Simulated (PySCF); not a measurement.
[Be2Cl]+: from structure and modes to constants

Level of theory: PBE0/[Cl def2-TZVP, Be def2-TZVP], no relativity, density fitting, PySCF.

The singlet minimum has C2v symmetry. Masses (u): Cl 34.96885, Be 9.01218.

```xyz
3
charge 1 multiplicity 1, angstrom
Cl    0.0000    0.0000   -0.5961
Be    0.9686    0.0000    1.1565
Be   -0.9686    0.0000    1.1565
```

Harmonic wavenumbers (cm⁻¹): 196.0 (b2, ×1), 543.1 (a1, ×1), 774.5 (a1, ×1).

Task: Find the principal moments of inertia and the rotational constants. What kind of rotor is it?

Result: About the centre of mass I = 16.911, 36.534, 53.445 u Å². With B = 16.8576/I this gives 0.9968, 0.4614, 0.3154 cm⁻¹. The molecule is an asymmetric top with κ = -0.57.

Task: What is the harmonic zero-point energy?

Result: Half the sum of all 3 wavenumbers, 1514/2 = 757 cm⁻¹, which is 9.1 kJ/mol (1 cm⁻¹ = 0.0119627 kJ/mol).

Task: Find the vibrational entropy and heat capacity at 298.15 K.

Result: With u = 1.43878 ω/T, each mode gives S = R[u/(eᵘ−1) − ln(1−e⁻ᵘ)] and C = R u² eᵘ/(eᵘ−1)².
```json
{"ω (cm⁻¹)": "196.0", "u": "0.946", "S (J/(mol K))": "9.08", "C (J/(mol K))": "7.72"}
{"ω (cm⁻¹)": "543.1", "u": "2.621", "S (J/(mol K))": "2.34", "C (J/(mol K))": "4.83"}
{"ω (cm⁻¹)": "774.5", "u": "3.737", "S (J/(mol K))": "0.96", "C (J/(mol K))": "2.90"}
```
The sums over all modes are S = 12.4 and C = 15.5 J/(mol K); the softest mode gives 73 % of the entropy.

Task: Give the standard entropy (298.15 K, 1 bar) by its translational, rotational, vibrational and spin parts, and Cp.

Result: Sackur–Tetrode with M = 52.99 u gives 158.4; rotation with symmetry number 2 gives 86.0; vibration 12.4; spin R ln 1 = 0.0. The total is 256.8 J/(mol K), and Cp = 4 R + 15.5 = 48.7 J/(mol K).

Other isomers or separated fragments may lie lower.
